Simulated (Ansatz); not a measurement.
Relaxation of AlF2H3O2 (8 atoms, charge 0, multiplicity 1), to a largest force component of 0.03 eV/Å in at most 50 steps.

Method: Ansatz, RKS BHLYP-D4/def2-SVP.

```xyz
8
Properties=species:S:1:pos:R:3
Al -1.563 -0.228 -0.558
H -0.716 -1.445 -0.171
F -1.067 0.774 -1.761
F -2.995 0.090 0.178
H 0.873 -0.815 0.718
O 1.107 0.035 1.111
O 2.286 0.362 0.419
H 2.074 1.228 0.065
```

Question: Where does it end, and by what steps?

Answer: The run converged. After 13 steps the energy has fallen by 1.198 eV; H8 moved furthest, 1.03 Å. Joined: Al1–O6.

```
step  energy less start (eV)  largest force component (eV/Å)  accepted
   0                  0.0000                           0.352       yes
   1                 -0.0192                           2.312       yes
   2                 -0.0847                           2.675       yes
   3                 -0.3053                           1.751       yes
   4                 -0.5523                           0.757       yes
   5                 -0.8141                           0.693       yes
   6                 -0.9834                           0.941       yes
   7                 -1.0605                           0.302       yes
   8                 -1.0982                           0.279       yes
   9                 -1.1802                           0.366       yes
  10                 -1.1898                           0.437       yes
  11                 -1.1947                           0.274       yes
  12                 -1.1945                           0.171        no
  13                 -1.1984                           0.025       yes
```

```xyz
8
Properties=species:S:1:pos:R:3
Al -0.990 -0.260 -0.334
H -1.101 -1.788 -0.625
F -0.173 0.735 -1.430
F -2.164 0.539 0.512
H 1.166 -0.976 0.916
O 0.610 -0.196 0.829
O 1.493 0.854 0.510
H 1.160 1.092 -0.378
```

Whether the end is a true minimum wasn't checked by a vibrational analysis.

The run took 29 s on 2 threads of Arm Neoverse V1 (shared host), peak memory 0.17 GiB.
